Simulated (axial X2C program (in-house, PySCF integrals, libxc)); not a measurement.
# NbF⁺ along the bond: HF, with spin–orbit coupling

Computed with an axial X2C code built on PySCF integrals. Two-component (2c) means X2C with spin–orbit coupling and atomic mean-field two-electron Coulomb and Gaunt terms. Basis: Nb dyall-cv3z [11s12p9d5f3g], F dyall-av3z [7s6p3d2f] (cores contracted in-house); Gaussian nuclei, density fitting, unrestricted open shells. Masses: Nb 92.906 u, F 18.998 u.

State: Ω = 3/2 (⟨Sz⟩ = 1.49, ⟨Lz⟩ = 0.01 at HF). Dipoles are positive if F is the positive end and refer to the centre of mass.

Results along the bond:

```tsv
R (Å)	μ (D)	HOMO (eV)	LUMO (eV)
1.555	-3.320	-13.88	-5.19
1.626	-4.123	-14.22	-5.32
1.680	-4.706	-14.48	-5.42
1.733	-5.260	-14.77	-5.52
1.787	-5.774	-15.06	-5.60
1.849	-6.316	-15.41	-5.79
1.912	-6.805	-15.75	-6.00
1.992	-7.378	-16.15	-6.24
2.091	-8.031	-16.58	-6.48
2.234	-8.938	-17.05	-6.78
```

The state is a single determinant with fixed occupations, the lowest that a limited PBE0 search found. PBE0 can misorder states that lie within some tenths of an eV, so this need not be the ground state of the molecule. The nearest other spin-free determinant of the search, M_S = 3/2, Λ = 1, lies 0.12 eV up at the distance of the search. With several unpaired electrons one determinant need not be a pure state. A state of lower Ω lies just above, and one determinant can place such states too high, so the state shown need not be the lowest. The search has Ω = 1/2 only 0.08 eV up. This is the top spin component of a Σ state; components of lower Ω are not single determinants and can lie lower.
